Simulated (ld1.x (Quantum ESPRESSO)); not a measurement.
Values are calculated unless marked as measured or tabulated.
## Potentials for fluorine (F) compared

Generated with ld1.x 7.5 (TM, RRKJ, ultrasoft, PAW), atompaw 4.2 or ONCVPSP 4.0.1. The cutoff is in Ry: for ld1.x and atompaw files where the sum of valence levels is converged to 10 mRy in a Bessel basis, for ONCV files where the hardest occupied wave has 1 mHa per electron of residual kinetic energy. The error is the largest all-electron minus pseudo excitation energy over each file’s own four to seven test configurations (ionisations up to +4, promotions, holes and added fractions of an electron), all of which were solved. The labels leave out finer settings (local radius, basis sizes, second energies), which also bear on the numbers. Spin-polarised tests are not counted. The rows are a selection from randomly drawn settings: files with unsolved tests, undetermined cutoffs or missed reference levels are left out.

| potential | cutoff (Ry) | largest error (meV) | bound ghosts |
| --- | --- | --- | --- |
| TM, LDA (PZ), scalar-relativistic, rc 0.60/0.85/0.80 (spd), local s, core correction no, reference 2s2 2p4 | 200 | +361 | none |
| RRKJ, PBE, scalar-relativistic, rc 0.65/1.02/1.15 (spd), local p, core correction yes, reference 2s2 2p5 | 200 | +90 | none |
| PAW, PBE, scalar-relativistic, rc 0.80/1.50/1.50 (spd), local smoothed, core correction yes, reference 2s2 2p3 | 35 | -45 | none |

Question: Fill in the row for F: RRKJ, LDA (PZ), scalar-relativistic, rc 0.80/1.00/0.75 (spd), local s, core correction no, reference 2s2 2p5.

Answer: cutoff 140 Ry, largest error +878 meV, bound ghosts: none.

Question: Fill in the row for F: ultrasoft, revPBE, scalar-relativistic, rc 0.60/1.60/1.25 (spd), local d, core correction no, reference 2s2 2p5.

Answer: cutoff 100 Ry, largest error +1430 meV, bound ghosts: none.

Question: Fill in the row for F: RRKJ, LDA (PZ), scalar-relativistic, rc 0.70/0.80 (sp), local p, core correction yes, reference 2s1.5 2p5.5.

Answer: cutoff 180 Ry, largest error -19 meV, bound ghosts: none.
